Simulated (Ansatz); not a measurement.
Molecule: CF2I (charge +1, singlet). 
Coordinates optimised at B3LYP-D3(BJ)/def2-TZVP (Ansatz, a first-principles code):
```
C
F 1 1.2608
F 1 1.2608 2 114.10
I 1 2.0027 2 122.95 3 180.00
```
Charge +1, spin multiplicity 1.

Basis-set convergence of Hartree-Fock and CCSD correlation energies (hartree) with Ansatz. Correlated levels leave the core frozen unless marked. No spin-orbit coupling. The frozen core is the preceding noble-gas configuration, with the filled d and f shells of earlier blocks. Past Kr the def2 sets carry scalar-relativistic core potentials.

| basis | functions | E(HF) | E(corr, CCSD) |
|---|---|---|---|
| def2-SVPD | 101 | -532.85043 | -0.62406 |
| def2-TZVPPD | 176 | … | … |

Task: Some entries are withheld; supply them.

Result: 
- def2-TZVPPD, E(HF): -533.15295
- def2-TZVPPD, E(corr, CCSD): -0.78674
